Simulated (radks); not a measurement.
Spherical jellium clusters: N electrons in a uniform positive sphere of charge N and radius rs N^(1/3), rs = 3.63 bohr. Level of theory: non-relativistic Kohn-Sham, exchange-only LDA, spin-polarised, spherical densities (a radial shooting solver with Libxc functionals). Levels are named by radial order and angular momentum (1s, 1p, 1d, 2s, ...), and open shells are averaged over m. Each electron was tried in the lowest free levels, single moves between levels near the top were tried too, and the lowest total energy was kept; such a search can miss a lower state. Energies include the self-energy of the background; IP and EA are vertical (highest electron removed, lowest free level filled), at fixed background; spill-out counts the electrons outside the background radius R, and alpha is the static dipole polarisability from linear response (closed shells only). A dash means not computed or, for alpha, an open shell; in EA it means that no bound solution was reached, which is typical of self-interaction and does not show that the anion is unstable. Real open-shell clusters deform, which this model forbids.

\begin{tabular}{lrrrrrrr}
N & open shells & 2S & E(N+1) + E(N-1) - 2E(N) (eV) & IP (eV) & -e(HOMO) (eV) & spill-out (e) & alpha/R^3 \\ \hline
1 & 1s(up 1, down 0) & 1 & - & - & 2.781 & 0.44 & - \\
2 & none & 0 & 0.788 & 4.541 & 2.688 & 0.65 & 1.893 \\
3 & 1p(up 1, down 0) & 1 & -0.739 & 3.374 & 1.692 & 0.99 & - \\
4 & 1p(up 2, down 0) & 2 & -0.552 & 4.055 & 2.292 & 1.19 & - \\
5 & 1p(up 3, down 0) & 3 & 0.914 & 4.439 & 2.686 & 1.32 & - \\
6 & 1p(up 3, down 1) & 2 & -0.606 & 3.370 & 1.919 & 1.49 & - \\
7 & 1p(up 3, down 2) & 1 & -0.414 & 3.902 & 2.384 & 1.63 & - \\
8 & none & 0 & 1.288 & 4.230 & 2.709 & 1.74 & 1.592 \\
9 & 1d(up 1, down 0) & 1 & -0.340 & 2.861 & 1.504 & 1.94 & - \\
10 & 1d(up 2, down 0) & 2 & -0.292 & 3.200 & 1.837 & 2.11 & - \\
11 & 1d(up 3, down 0) & 3 & -0.252 & 3.461 & 2.101 & 2.25 & - \\
12 & 1d(up 4, down 0) & 4 & -0.218 & 3.670 & 2.319 & 2.37 & - \\
13 & 1d(up 5, down 0) & 5 & 0.453 & 3.840 & 2.502 & 2.47 & - \\
14 & 1d(up 5, down 0) 2s(up 1, down 0) & 6 & 0.288 & 3.340 & 2.148 & 2.72 & - \\
15 & 1d(up 5, down 1) 2s(up 1, down 0) & 5 & -0.282 & 3.091 & 1.883 & 2.82 & - \\
16 & 1d(up 5, down 2) 2s(up 1, down 0) & 4 & -0.284 & 3.335 & 2.120 & 2.91 & - \\
17 & 1d(up 5, down 4) & 1 & -0.246 & 3.605 & 2.380 & 2.89 & - \\
18 & none & 0 & 0.085 & 3.753 & 2.536 & 2.98 & 1.450 \\
19 & 2s(up 1, down 0) & 1 & 0.352 & 3.637 & 2.473 & 3.15 & - \\
20 & none & 0 & 0.519 & 3.285 & 2.205 & 3.37 & 1.496 \\
21 & 1f(up 1, down 0) & 1 & -0.173 & 2.798 & 1.671 & 3.49 & - \\
22 & 1f(up 2, down 0) & 2 & -0.157 & 2.955 & 1.833 & 3.59 & - \\
23 & 1f(up 3, down 0) & 3 & -0.144 & 3.093 & 1.977 & 3.68 & - \\
24 & 1f(up 4, down 0) & 4 & -0.132 & 3.216 & 2.106 & 3.77 & - \\
25 & 1f(up 5, down 0) & 5 & - & 3.326 & 2.222 & 3.85 & - \\
\end{tabular}

All shells are closed at N = 2, 8, 18, 20 (there: 1s2 1p6 1d10 2s2); the second difference of the energy has clear peaks (12 % above both neighbours; the first and last values, which can be the largest, are not judged, and half-filled shells can peak too) at N = 5, 8, 13, 20.
